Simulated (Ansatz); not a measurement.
The cluster HgI₂⁺. Total charge 1; quartet. Geometry PBE0-D4/def2-TZVP; atoms count from 1.

Cartesian coordinates in Å:
```
Hg 0.000 0.000 0.000
I -1.491 -2.580 0.726
I 1.491 2.580 -0.726
```

In the def2 sets Hg, I take a core potential; there is no spin–orbit coupling. At PBE0-D4/def2-TZVP a doublet of charge 1 lies 1.93 eV below the quartet, each at its own geometry. The structure comes from a short search, and lower isomers may exist.

Problem. Estimate the Mulliken populations from the PBE0/def2-TZVP orbitals of Ansatz.

Solution. 
| atom | charge (e) | spin (α − β) | d electrons |
| --- | --- | --- | --- |
| Hg1 | 0.36 | 0.49 | 9.99 |
| I2 | 0.32 | 1.26 | – |
| I3 | 0.32 | 1.26 | – |
Mulliken values and Mayer orders depend strongly on the basis.

Problem. Where does the spin sit?

Solution. Summed by element: Hg 0.49, I 2.51, of 3 unpaired in all. Largest on single atoms: I2 1.26, I3 1.26, Hg1 0.49.

Problem. And the Mayer bond orders between bonded heavy atoms (over 0.3)?

Solution. Hg1–I2 0.45 (3.07 Å); Hg1–I3 0.45 (3.07 Å).
